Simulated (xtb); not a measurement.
Br2Hg (SMILES [Br][Hg][Br]), singlet, geometry from GFN2-xTB (such geometries of metal compounds can be far from the true shape); GFN2-xTB (xtb).

Input for xtb:
```
$ xtb coord --gfn 2 --json

# file coord
$coord
      0.0000000000       0.0000000000       0.0000000000  hg
      0.0000000000       0.0000000000       4.5792308136  br
     -0.0000000000      -0.0000000000      -4.5792308136  br
$end
```

Q: What does xtb print? Leave out banner, timings and long lists.

A: 
```
   ID    Z sym.   atoms
    1   80 hg     1
    2   35 br     2, 3

           -------------------------------------------------
          |                Calculation Setup                |
           -------------------------------------------------

           -------------------------------------------------
          |                 G F N 2 - x T B                 |
           -------------------------------------------------

          ...................................................
          :                      SETUP                      :
          :.................................................:
          :  # basis functions                  24          :
          :  # atomic orbitals                  22          :
          :  # shells                            8          :
          :  # electrons                        16          :
          :  max. iterations                   250          :
          :  Hamiltonian                  GFN2-xTB          :
          :  restarted?                      false          :
          :  GBSA solvation                  false          :
          :  PC potential                    false          :
          :  electronic temp.          300.0000000     K    :
          :  accuracy                    1.0000000          :
          :  -> integral cutoff          0.2500000E+02      :
          :  -> integral neglect         0.1000000E-07      :
          :  -> SCF convergence          0.1000000E-05 Eh   :
          :  -> wf. convergence          0.1000000E-03 e    :
          :  Broyden damping             0.4000000          :
          :  net charge                          0          :
          :  unpaired electrons                  0          :
          ...................................................

 iter      E             dE          RMSdq      gap      omega  full diag
   1     -9.0302181 -0.903022E+01  0.195E+01    4.29       0.0  T
   2     -9.0342448 -0.402675E-02  0.142E+01    4.30       1.0  T
   3     -9.0377285 -0.348366E-02  0.546E+00    4.32       1.0  T
   4     -9.0382367 -0.508228E-03  0.804E-01    4.44       1.0  T
   5     -9.0382771 -0.403210E-04  0.375E-01    4.44       1.0  T
   6     -9.0383124 -0.353378E-04  0.145E-01    4.44       1.0  T
   7     -9.0383123  0.100015E-06  0.167E-01    4.43       1.0  T
   8     -9.0383130 -0.740530E-06  0.934E-03    4.43       6.2  T
   9     -9.0383130 -0.637970E-09  0.918E-04    4.43      62.9  T
[...]
         :: total energy              -9.033278412921 Eh    ::
[...]
        16                          0.0087501               0.2381
        17                          0.0087945               0.2393
        18                          0.0087945               0.2393
        19                          0.0300254               0.8170
       ...                                ...                  ...
        22                          1.5402665              41.9128
      -------------------------------------------------------------
                  HL-Gap            0.1629492 Eh            4.4341 eV
             Fermi-level           -0.3709069 Eh          -10.0929 eV

     #   Z          covCN         q      C6AA      α(0)
     1  80 hg       1.688     0.238   283.648    29.220
     2  35 br       0.844    -0.119   188.092    22.112
     3  35 br       0.844    -0.119   188.092    22.112

 Mol. C6AA /au·bohr⁶  :       1957.253531
 Mol. C8AA /au·bohr⁸  :     149437.888156
 Mol. α(0) /au        :         73.444184

Wiberg/Mayer (AO) data.
largest (>0.10) Wiberg bond orders for each atom

 ---------------------------------------------------------------------------
     #   Z sym  total        # sym  WBO       # sym  WBO       # sym  WBO
 ---------------------------------------------------------------------------
     1  80 hg   2.092 --     3 br   1.046     2 br   1.046
     2  35 br   1.345 --     1 hg   1.046     3 br   0.299
     3  35 br   1.345 --     1 hg   1.046     2 br   0.299
 ---------------------------------------------------------------------------

Topologies differ in total number of bonds
Writing topology from bond orders to xtbtopo.mol

molecular dipole:
                 x           y           z       tot (Debye)
 q only:        0.000       0.000      -0.000
   full:       -0.000       0.000      -0.000       0.000
molecular quadrupole (traceless):
                xx          xy          yy          xz          yz          zz
 q only:        2.500       0.000       2.500       0.000       0.000      -5.000
  q+dip:        8.792       0.000       8.792       0.000      -0.000     -17.584
   full:       10.142      -0.000      10.142       0.000      -0.000     -20.285

           -------------------------------------------------
          | TOTAL ENERGY               -9.033278412921 Eh   |
          | GRADIENT NORM               0.000004340805 Eh/α |
          | HOMO-LUMO GAP               4.434072891935 eV   |
           -------------------------------------------------

normal termination of xtb
```
